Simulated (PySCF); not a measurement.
## Working out the ionisation energy of S⁺

S⁺ [Ne] 3s2 3p3 (4S) → S²⁺ [Ne] 3s2 3p2 (3P). All numbers are calculated (PySCF 2.14, the spin-free X2C one-electron Hamiltonian (Gaussian nucleus), in dyall-av3z (19s12p3d2f, 84 functions)). Frozen: [Ne]; the 26 highest virtual orbitals dropped. Energies in hartree (1 hartree = 27.21139 eV):

```csv
part,S⁺ (lower),S²⁺ (upper)
UHF,-398.258898,-397.424033
CCSD correlation,-0.110284,-0.089994
(T),-0.003559,-0.002149
```

Problem. What does Hartree-Fock give?

Solution. (-397.424033) − (-398.258898) = 0.834865 hartree = 22.718 eV.

Problem. What do CCSD and CCSD(T) give?

Solution. The CCSD correlation energies differ by 0.020290 hartree = 0.552 eV and the triples by 0.001410 hartree = 0.038 eV, so CCSD gives 23.270 eV and CCSD(T) 23.308 eV.

A first-order spin-orbit estimate adds -0.062 eV to CCSD(T) (valence), giving 23.246 eV against 23.338 eV (measured; NIST Atomic Spectra Database, ionization energies).

What remains against the reference includes basis incompleteness, the frozen core and higher excitations.
